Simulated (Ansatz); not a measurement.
Geometry optimisation, DFT PBE-D3(BJ), scalar-relativistic, plane waves, PAW (Ansatz).

Input file:

```yaml
crystal:
  lattice:
    - [0.0, 5.43, 5.43]
    - [5.43, 0.0, 5.43]
    - [5.43, 5.43, 0.0]
  atoms:
    - { symbol: Si, position: [0.0, 0.0, 0.0] }
    - { symbol: Si, position: [0.125, 0.125, 0.125] }
    - { symbol: Si, position: [0.0, 0.0, 0.5] }
    - { symbol: Si, position: [0.125, 0.125, 0.625] }
    - { symbol: Si, position: [0.0, 0.5, 0.0] }
    - { symbol: Si, position: [0.125, 0.625, 0.125] }
    - { symbol: Si, position: [0.0, 0.5, 0.5] }
    - { symbol: Si, position: [0.125, 0.625, 0.625] }
    - { symbol: Si, position: [0.5, 0.0, 0.0] }
    - { symbol: Si, position: [0.625, 0.125, 0.125] }
    - { symbol: Si, position: [0.5, 0.0, 0.5] }
    - { symbol: Si, position: [0.625, 0.125, 0.625] }
    - { symbol: Si, position: [0.5, 0.5, 0.0] }
    - { symbol: Si, position: [0.625, 0.625, 0.125] }
    - { symbol: Si, position: [0.5, 0.5, 0.5] }
    - { symbol: Si, position: [0.625, 0.625, 0.625] }
    - { symbol: "N", position: [0.31536378, 1.05960779, 0.81885688], spin: 1.0 }
magnetization:
  spin_polarized: true
basis:
  ecutwfc: 420.0
kpoints:
  mp_grid: { grid: [2, 2, 2] }
hamiltonian:
  xc: pbe
  dispersion: d3bj
  pseudopotentials: { kind: paw, azcp: { folder: soft_1 } }
scf:
  occupations: { method: gaussian, width: 0.05 }
  lower_state_search: "off"
relax:
  f_tol: 0.03
  max_steps: 60
  adjacent_minimum: "off"
output:
  write_density: true
  write_potential: true
  elf: true
  volumetric_format: npy
```

Run as:

```bash
$ ansatz run input.yaml --threads 2 --pin off --max-ram 5120MiB --backend cpu --events-out ev --progress --plain --runs-dir out
```

Question: Where does it end, and by what steps?

Answer: The forces met the threshold. Limits of this set-up: coarse k mesh. After 16 steps the energy has fallen by 1.466 eV; N17 moved furthest, 1.07 Å. Parted: Si9–Si12 (2.35 → 3.02 Å).

| step | energy less start (eV) | largest force component (eV/Å) | accepted |
| --- | --- | --- | --- |
| 0 | 0.0000 | 0.467 | yes |
| 1 | -0.0789 | 0.280 | yes |
| 2 | -0.1243 | 0.502 | yes |
| 3 | -0.2876 | 0.906 | yes |
| 4 | -0.6372 | 1.674 | yes |
| 5 | -1.0427 | 0.508 | yes |
| 6 | -1.1991 | 0.686 | yes |
| 7 | -1.3164 | 0.643 | yes |
| 8 | -1.3354 | 0.649 | yes |
| 9 | -1.3844 | 0.388 | yes |
| 10 | -1.4194 | 0.484 | yes |
| 11 | -1.4481 | 0.428 | yes |
| 12 | -1.4597 | 0.103 | yes |
| 13 | -1.4375 | 0.385 | no |
| 14 | -1.4648 | 0.062 | yes |
| 15 | -1.4659 | 0.035 | yes |
| 16 | -1.4664 | 0.029 | yes |

```xyz
17
Lattice="0.0000 5.4300 5.4300 5.4300 0.0000 5.4300 5.4300 5.4300 0.0000" Properties=species:S:1:pos:R:3
Si -0.133 -0.168 -0.008
Si 1.100 1.175 1.439
Si 2.642 2.452 -0.102
Si 3.941 3.841 1.292
Si 2.621 -0.001 2.767
Si 4.055 1.304 4.088
Si 5.394 2.628 2.686
Si 6.771 3.946 4.067
Si 0.297 3.267 2.456
Si 1.429 4.009 4.279
Si 2.617 5.203 2.673
Si 4.099 6.563 3.835
Si 2.831 2.649 5.572
Si 4.045 4.323 6.717
Si 5.481 5.461 5.310
Si 6.797 6.714 6.802
N 10.513 7.092 7.892
```

The run took 4.6 min on 2 threads of Arm Neoverse V1, with other jobs on the host, peak memory 0.64 GiB.
